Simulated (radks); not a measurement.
Values are calculated unless marked as measured or tabulated.
Problem. Excited configurations of neutral copper: one electron is placed in a higher orbital outside [Ar] 3d10. The ground configuration is [Ar] 3d10 4s1. Code: a radial shooting solver on a logarithmic mesh with Libxc functionals. Model: scalar-relativistic Kohn-Sham, PBEsol, spin-polarised, spherical densities, finite nucleus; open shells are filled with parallel spins first; Fermi nuclear charge, rms radius 3.8823 fm. Excitation = E - E(ground); binding = E(ion) - E, where the ion is the core of charge +1; n* = 1/sqrt(2 binding) in atomic units, and the quantum defect is n - n*.

| outer orbital | excitation (eV) | binding (eV) | n* | quantum defect | eigenvalue (eV) | <r> (bohr) |
|---|---|---|---|---|---|---|
| 5p | 6.482 | 1.885 | 2.687 | 2.313 | -1.096 | 10.73 |
| 5d | 7.361 | 1.006 | 3.678 | 1.322 | -0.586 | 19.25 |
| 5f | 7.716 | 0.651 | 4.570 | 0.430 | -0.389 | 28.94 |
| 6f | 7.894 | 0.473 | 5.364 | 0.636 | -0.305 | 43.34 |
| 7s | 7.502 | 0.865 | 3.966 | 3.034 | -0.567 | 26.22 |
| 7p | 7.656 | 0.711 | 4.373 | 2.627 | -0.470 | 31.13 |

Estimate the row for 4p.

Solution. excitation (eV) 4.241; binding (eV) 4.126; n* 1.816; quantum defect 2.184; eigenvalue (eV) -1.947; <r> (bohr) 4.355. The Delta-SCF ionisation energy is 8.367 eV (NIST Atomic Spectra Database: 7.726 eV, measured). Self-interaction in the functional shifts the binding energies and quantum defects, so they are the method's values and not measured ones.
